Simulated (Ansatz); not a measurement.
Species: CH7ClNSi2, charge 0, multiplicity 2. It need not be the lowest isomer of its formula. SMILES: [Si](N[SiH3])(C)Cl
Geometry from a B3LYP-D3(BJ)/def2-TZVP (Ansatz, an electronic-structure program) optimisation:
```xyz
12

Si     0.4982     0.5398    -0.4798
C      1.2587    -1.0752    -1.0589
Cl     1.6093     1.2786     1.1369
N     -1.1158     0.2294     0.0437
Si    -2.1099    -1.1772    -0.1984
H      0.7065    -1.4808    -1.9086
H      2.2923    -0.9154    -1.3650
H      1.2475    -1.8071    -0.2467
H     -1.5591     0.9840     0.5506
H     -3.4991    -0.8158     0.1613
H     -1.6708    -2.3205     0.6371
H     -2.0543    -1.6115    -1.6134
```
Charge 0, spin multiplicity 2.

Atomisation energy built up term by term with Ansatz (kcal/mol; UHF references for open shells; valence terms freeze the core; atomic spin-orbit terms are left out). CBS(X,Y): correlation extrapolated as X^-3; Hartree-Fock from the larger set.

```json
[
 {"term": "Hartree-Fock", "basis": "cc-pV(Q+d)Z", "kcal/mol": "721.94"},
 {"term": "CCSD correlation", "basis": "CBS(cc-pV(T+d)Z,cc-pV(Q+d)Z)", "kcal/mol": "235.72"},
 {"term": "(T)", "basis": "CBS(cc-pV(T+d)Z,cc-pV(Q+d)Z)", "kcal/mol": "14.19"},
 {"term": "core correlation", "basis": "cc-pwCVTZ", "kcal/mol": "1.74"},
 {"term": "scalar relativity (X2C)", "basis": "cc-pVTZ-DK against cc-pVTZ", "kcal/mol": "-2.00"},
 {"term": "sum: De", "basis": "", "kcal/mol": "971.6"}
]
```

(T) makes 1.5 % of the CCSD(T) atomisation energy; under 5 % is typical of single-reference molecules.
